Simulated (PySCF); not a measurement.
Species: C6H10F2.
Atom-mapped SMILES: `[F:1][C:2]1([F:3])[CH2:4][CH2:5][CH2:6][CH2:7][CH2:8]1` (hydrogens: H9, H10 on C4; H11, H12 on C5; H13, H14 on C6; H15, H16 on C7; H17, H18 on C8)

Computed with PySCF at wB97X-D/pcSseg-2, non-relativistic, on one gas-phase PBE0-D3(BJ)/def2-TZVP geometry that isn't relaxed in the solvent. The solvent is an IEF-PCM continuum (Bondi radii, 1.10 Å for H, scaled by 1.2). The model holds no explicit solvent molecules, cavitation or dispersion.

Gas phase at wB97X-D/pcSseg-2: HOMO -10.55 eV, LUMO 2.18 eV, dipole 2.65 D.

Question: What does the continuum do to the energy, the frontier levels and the dipole at wB97X-D/pcSseg-2 in chloroform?

Answer: 
```csv
solvent,ε,E(solvent) − E(gas) (kJ/mol),polarisation term (kJ/mol),distortion of the solute (kJ/mol),HOMO (eV),LUMO (eV),dipole (D)
chloroform,4.711,-11.03,-12.17,1.14,-10.43,2.43,3.13
```

The first energy column is the sum of the next two and covers electrostatics alone.

Question: Which radius a makes the point-dipole formula ΔE = −[(ε − 1)/(2ε + 1)]·μ²/a³ give the value in chloroform, with the gas-phase dipole?

Answer: μ = 1.042 au and |ΔE| = 0.00420 Eh give a = 2.39 Å; the farthest nucleus lies 2.70 Å from the centroid of the nuclei, so such a sphere wouldn't even hold the nuclei. The formula assumes a rigid point dipole at the centre of a sphere.

The pairwise dispersion term of wB97X-D wasn't added to the energies; at a given geometry it leaves orbitals and properties as they are.
